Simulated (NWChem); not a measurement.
Molecule: C₂H₈GaN; SMILES [CH3][Ga]([CH3])[NH2]

```xyz
12

Ga    -0.0031    -0.0002     0.0011
C     -0.8991    -1.7533    -0.0012
H     -0.1796    -2.5855    -0.0025
H     -1.5461    -1.8563    -0.8870
H     -1.5459    -1.8597     0.8843
C     -0.9068     1.7490    -0.0013
H     -1.5601     1.8455    -0.8831
H     -0.1908     2.5842    -0.0109
H     -1.5483     1.8562     0.8880
N      1.8173     0.0049    -0.0021
H      2.3869     0.8423     0.0047
H      2.3928    -0.8285     0.0023
```
Atoms are numbered in this order, from 1.

Computed with NWChem. Coordinates come from a PBE0/def2-SVP optimisation. Vertical excitations in the gas phase; the lowest state need not have the same character in each row.

For level B3LYP/def2-SVP, full TDDFT:

- lowest excitation, singlet (eV): 6.17
- lowest state with f > 0.02, singlet (eV): 6.18
- orbital gap (eV): 6.70

How do the values read with level BHandHLYP/def2-SVP, full TDDFT instead?


| Property | Result |
|---|---|
| lowest excitation, singlet (eV) | 6.69 |
| lowest state with f > 0.02, singlet (eV) | 6.78 |
| orbital gap (eV) | 9.27 |
